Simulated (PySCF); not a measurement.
CH6N, SMILES C[NH3+], charge +1. Atoms are numbered in the order given.

```xyz
8

C      0.0000     0.0000    -0.7924
N      0.0000     0.0000     0.7045
H      0.0000    -1.0314    -1.1371
H      0.8932     0.5157    -1.1371
H     -0.8932     0.5157    -1.1371
H     -0.8243    -0.4759     1.0781
H      0.0000     0.9519     1.0781
H      0.8243    -0.4759     1.0781
```
Charge +1, spin multiplicity 1.

Coordinates come from a PBE0-D3(BJ)/def2-TZVP optimisation. The isomer is the one that the SMILES or the coordinates give; other isomers of the formula were not compared.

All values below come from PBE0/pcSseg-2 run with PySCF.

GIAO shieldings, no solvent; atoms alike by connectivity are averaged. δ = σ(ref) − σ: ¹³C against TMS (σ = 186.1 ppm); ¹⁵N against NH3 (σ = 263.3 ppm); ¹H against TMS (σ = 31.54 ppm), references at their B3LYP-D3(BJ)/def2-TZVP geometries, non-relativistic.

Computed chemical shifts:
| nucleus | atoms | count | δ (ppm) |
|---|---|---|---|
| ¹³C | C1 | 1 | 33.4 |
| ¹⁵N | N2 | 1 | 39.1 |
| ¹H | H6, H7, H8 | 3 | 4.74 |
| ¹H | H3, H4, H5 | 3 | 3.38 |
